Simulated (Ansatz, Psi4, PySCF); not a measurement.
iminoborane (H$_{2}$BN), singlet, geometry from GFN2-xTB. Base run: CCSD(T)/6-311G** (PySCF).

PySCF was given this input:
```python
from pyscf import gto, scf, cc

mol = gto.M(
    atom='''
B     0.697434    0.017586    0.015856
N    -0.541988   -0.010755   -0.010437
H     1.836800    0.040376    0.037915
H    -1.530057   -0.053021   -0.044133
''',
    basis='6-311g**',
    charge=0,
    spin=0,
    verbose=4,
)

mf = scf.RHF(mol)
mf.kernel()

mycc = cc.CCSD(mf)
mycc.kernel()
et = mycc.ccsd_t()
print('E(CCSD(T)) = %.10f' % (mycc.e_tot + et))
```

The same geometry, method and basis name were run in Ansatz (a first-principles code) and Psi4 and PySCF, at each program's defaults and at the settings that a row names. The base is PySCF at its defaults. Differences at the defaults can come from grids, fitting, cores and function types together.

| code and settings | ΔE vs base (mEh) | basis functions | E (Eh) | SCF cycles |
|---|---|---|---|---|
| PySCF, defaults (exact integrals, spherical functions, all electrons correlated) | 0.000 | 48 | -80.64347 | 9 |
| Psi4, defaults (exact integrals, spherical functions, all electrons correlated) | 0.000 | 48 | -80.64347 | 9 |
| Ansatz, defaults (factorised integrals, spherical functions, frozen core) | 38.425 | 48 | -80.60504 | - |
| PySCF, frozen core | 38.424 | 48 | -80.60504 | 9 |
| Psi4, exact integrals, spherical functions, frozen core | 38.424 | 48 | -80.60504 | 9 |
| Ansatz, high accuracy, frozen core | 38.424 | 48 | -80.60504 | - |
